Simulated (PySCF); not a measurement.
# Correlation energy of Hg⁺ (mercury, charge +1)

[Xe] 4f14 5d10 6s1, 2S determinant. Calculation: PySCF 2.14, in def2-TZVP with the def2 core potential (60 electrons) (6s5p3d1f, 43 functions); scalar relativity through the core potential. Frozen: 5s2 5p6; 11 electrons correlated.

MP2 pair energies summed by pair of shells (mhartree):

```tsv
pair	energy	share (%)
5d-5d	-227.55	82.7
5d-6s	-47.52	17.3
```

Total MP2 correlation energy: -275.07 mhartree.

Same-spin part -98.68 and opposite-spin part -176.39 mhartree; SCS-MP2 scales them by 1/3 and 6/5 to -244.56 mhartree.

```csv
level,correlation energy (mhartree)
CCSD,-261.70
(T),-3.51
CCSD(T),-265.21
```

Diagnostics: T1 = 0.0092, D1 = 0.0341, largest double amplitude 0.026.

Cost of the coupled-cluster step: 2.6 s of wall time on 1 thread of AMD EPYC 7R43 64-Core Processor (shared host), for 11 correlated electrons.

Iterations:

```
CC2 = 0
CCSD nocc = (np.int64(6), np.int64(5)), nmo = (39, 39)
frozen orbitals [[0, 1, 2, 3], [0, 1, 2, 3]]
max_cycle = 100
direct = 0
conv_tol = 1e-08
conv_tol_normt = 1e-06
diis_space = 8
diis_start_cycle = 0
Init t2, MP2 energy = -0.275069821904796
Init E_corr(UCCSD) = -0.275069822011489
cycle = 1  E_corr(UCCSD) = -0.257389769199154  dE = 0.0176800528  norm(t1,t2) = 0.0434352
cycle = 2  E_corr(UCCSD) = -0.261415740510607  dE = -0.00402597131  norm(t1,t2) = 0.0100306
cycle = 3  E_corr(UCCSD) = -0.261494636237517  dE = -7.88957269e-05  norm(t1,t2) = 0.00362885
cycle = 4  E_corr(UCCSD) = -0.26170538369857  dE = -0.000210747461  norm(t1,t2) = 0.000729818
cycle = 5  E_corr(UCCSD) = -0.261699466515141  dE = 5.91718343e-06  norm(t1,t2) = 9.30444e-05
cycle = 6  E_corr(UCCSD) = -0.261695841958779  dE = 3.62455636e-06  norm(t1,t2) = 1.95452e-05
cycle = 7  E_corr(UCCSD) = -0.261696472254724  dE = -6.30295945e-07  norm(t1,t2) = 5.49561e-06
cycle = 8  E_corr(UCCSD) = -0.261696466793434  dE = 5.46128981e-09  norm(t1,t2) = 6.24975e-07
UCCSD converged
E(UCCSD) = -152.5036596342416  E_corr = -0.2616964667934342
UCCSD(T) correction = -0.00350845908721403
```
